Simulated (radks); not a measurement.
Coherent X-ray form factor from a spherical all-electron density. All-electron calculation, scalar-relativistic Kohn-Sham, r2SCAN, spin-polarised, spherical densities, finite nucleus; meta-GGA in the generalised Kohn-Sham scheme; Fermi nuclear charge, rms radius of each element as measured or else 0.836 A^(1/3) + 0.57 fm. Program: a radial shooting solver on a logarithmic mesh with Libxc functionals.

sin(theta)/lambda (1/angstrom),f0 (electrons)
0.05,24.556
0.1,23.379
0.15,21.794
0.2,20.076
0.25,18.374
0.3,16.750
0.4,13.848
0.5,11.515
0.6,9.768
0.8,7.652
1,6.543
1.25,5.590
1.5,4.719
2,3.191

The species is in the configuration that NIST lists as its ground one. Which atom or ion scatters so?

Answer. The iron ion Fe+, [Ar] 3d6 4s1. Extrapolating in s^2 from the first two rows gives f0(0) = 24.9, near the electron count 25; among species with that count, the fall with angle is slower the higher Z, and the table is that of Z = 26; from so few rows the species is fixed only to a neighbour or two.
